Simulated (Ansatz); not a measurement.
An input meant for Cu(PF3)H (CuPHF3) (charge 0, singlet; with a point charge).

```yaml
crystal:
  periodic: [false, false, false]
  atoms:
    - {symbol: Cu, position_ang: [-0.012148, 0.012653, -1.580670]}
    - {symbol: P, position_ang: [0.002307, 0.000092, 0.604017]}
    - {symbol: F, position_ang: [0.130051, 1.371828, 1.373885]}
    - {symbol: F, position_ang: [1.142590, -0.801868, 1.343512]}
    - {symbol: F, position_ang: [-1.246437, -0.591708, 1.366146]}
    - {symbol: H, position_ang: [-0.016362, 0.009002, -3.106901]}
basis:
  gaussian: {orbitals: cc-pVTZ, nuclear_model: gaussian, point_charges: [{charge: 1.00, position_ang: [6.025, 0.174, 0.435]}]}
total_charge: 4
magnetization: {spin_polarized: true, initial_magnetization: 0}
hamiltonian: {xc: {name: B3LYP}, dispersion: d3bj}
scf: {omitted_lower_state_checks: [starts]}
output: {forces: true}
```

```sh
$ ansatz run in.yaml --threads 4 --pin off --events-out ev --progress --plain --max-ram 3916MiB
```

Shortened log:

```
Functional definition: B3LYP
1351 factors; their error is unknown
mean field evaluation 1: about -61934.7209 eV, gradient 2.1e2 eV
mean field evaluation 2: about -61148.3139 eV, gradient 5.3e2 eV
mean field evaluation 4: about -61996.1877 eV, gradient 7.0e1 eV
mean field evaluation 8: about -62009.6687 eV, gradient 2.4e1 eV
mean field evaluation 16: about -62011.4959 eV, gradient 1.2e-1 eV
mean field evaluation 32: about -62011.6790 eV, gradient 3.9e0 eV
mean field -62011.84102005 eV, -2278.8931243513 hartree, gradient 5.5e-6 eV, S^2 0.812426; 0 other end points of the search recorded, 0 dependent functions left out
reference -62011.84119724 eV, -2278.8931308631 hartree; 34, 34 occupied and 172, 172 virtual orbitals, 1351 factors
Total energy: -62012.06067754 eV, -2278.9011966153 hartree
Atom 0 at    -0.012148     0.012653    -1.580670 Å, force    -0.516678     0.062119    -2.267959 eV/Å
Atom 1 at     0.002307     0.000092     0.604017 Å, force     1.183658    -0.531983    10.068819 eV/Å
Atom 2 at     0.130051     1.371828     1.373885 Å, force     0.013367     0.923961    -1.083255 eV/Å
Atom 3 at     1.142590    -0.801868     1.343512 Å, force    -0.641005     0.247454    -1.766133 eV/Å
Atom 4 at    -1.246437    -0.591708     1.366146 Å, force    -1.307222    -0.721566    -0.643824 eV/Å
Atom 5 at    -0.016362     0.009002    -3.106901 Å, force    -0.101249    -0.019171    -4.481151 eV/Å
Dipole moment:    -0.237404     0.054686    -2.000209 e Å
Checks for a lower state left out: starts
```

In this input the charge is far from what the species holds (4 typed, 0 meant). The calculation finished and met its thresholds. The result belongs to that input, not to the species as meant.

B3LYP takes the VWN-RPA correlation. The unrestricted singlet has broken spin symmetry (⟨S²⟩ up to 0.81).
